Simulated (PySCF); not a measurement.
IK, charge -1, doublet, at the geometry of the source list (a state made from the parent by changing its charge; the spin is typed, not shown lowest) (all electrons, no relativity) (in this run its highest filled SCF level lies above zero, so its values depend strongly on the basis, on diffuse functions most of all); M062X/STO-3G (PySCF).

PySCF was given this input:
```python
from pyscf import gto, scf, dft

mol = gto.Mole()
mol.atom = '''
    K    -1.058900   -0.752200   -0.902200
    I     1.058900    0.752200    0.902200
'''
mol.basis = 'sto-3g'
mol.charge = -1
mol.spin = 1
mol.verbose = 4
mol.build()

mf = dft.UKS(mol)
mf.xc = 'm062x'
mf.kernel()
```

It wrote (shortened):

```
PySCF version 2.14.0

[INPUT] verbose = 4
[INPUT] num. atoms = 2
[INPUT] num. electrons = 73
[INPUT] charge = -1
[INPUT] spin (= nelec alpha-beta = 2S) = 1
[INPUT] symmetry False subgroup None
[INPUT] Mole.unit = angstrom
[INPUT] Symbol           X                Y                Z      unit          X                Y                Z       unit  Magmom
[INPUT]  1 K     -1.058900000000  -0.752200000000  -0.902200000000 AA   -2.001030993302  -1.421451990898  -1.704910909583 Bohr   0.0
[INPUT]  2 I      1.058900000000   0.752200000000   0.902200000000 AA    2.001030993302   1.421451990898   1.704910909583 Bohr   0.0

nuclear repulsion = 168.476908767718
number of shells = 18
number of NR pGTOs = 120
number of NR cGTOs = 40
basis = sto-3g
ecp = {}

******** <class 'pyscf.dft.uks.UKS'> ********
method = UKS
initial guess = minao
damping factor = 0
level_shift factor = 0
DIIS = <class 'pyscf.scf.diis.CDIIS'>
diis_start_cycle = 1
diis_space = 8
diis_damp = 0
SCF conv_tol = 1e-09
SCF conv_tol_grad = None
SCF max_cycles = 50
direct_scf = True
direct_scf_tol = 1e-13
number electrons alpha = 37  beta = 36
XC library pyscf.dft.libxc version 7.1.2
    S. Lehtola, C. Steigemann, M. J. T. Oliveira, and M. A. L. Marques,  SoftwareX 7, 1–5 (2018)
XC functionals = m062x
    Y. Zhao and D. G. Truhlar,  Theor. Chem. Acc. 120, 215 (2008)
    Y. Zhao and D. G. Truhlar,  Theor. Chem. Acc. 120, 215 (2008)
radial grids:
    Treutler-Ahlrichs [JCP 102, 346 (1995); DOI:10.1063/1.469408] (M4) radial grids

becke partition: Becke, JCP 88, 2547 (1988); DOI:10.1063/1.454033
pruning grids: <function nwchem_prune>
grids dens level: 3
symmetrized grids: False
atomic radii adjust function: <function treutler_atomic_radii_adjust>
small_rho_cutoff = 0
Set gradient conv threshold to 3.16228e-05
tot grids = 42000
init E= -7424.59015337746

cycle= 1 E= -7446.80106471993  delta_E= -22.2  |g|= 0.126  |ddm|= 1.61
cycle= 2 E= -7446.85037240355  delta_E= -0.0493  |g|= 0.0276  |ddm|= 0.98
cycle= 3 E= -7446.85260465847  delta_E= -0.00223  |g|= 0.00608  |ddm|= 0.179
cycle= 4 E= -7446.85270746504  delta_E= -0.000103  |g|= 0.00128  |ddm|= 0.0484
cycle= 5 E= -7446.85270916817  delta_E= -1.7e-06  |g|= 0.000231  |ddm|= 0.00304
cycle= 6 E= -7446.85270930562  delta_E= -1.37e-07  |g|= 5.3e-05  |ddm|= 0.00123
cycle= 7 E= -7446.85270931514  delta_E= -9.52e-09  |g|= 9.05e-06  |ddm|= 0.000423
cycle= 8 E= -7446.85270931538  delta_E= -2.4e-10  |g|= 1.01e-06  |ddm|= 6.5e-05
Extra cycle  E= -7446.85270931538  delta_E= -9.09e-13  |g|= 2.62e-07  |ddm|= 5.91e-06
converged SCF energy = -7446.85270931538  <S^2> = 0.75046518  2S+1 = 2.0004651
```
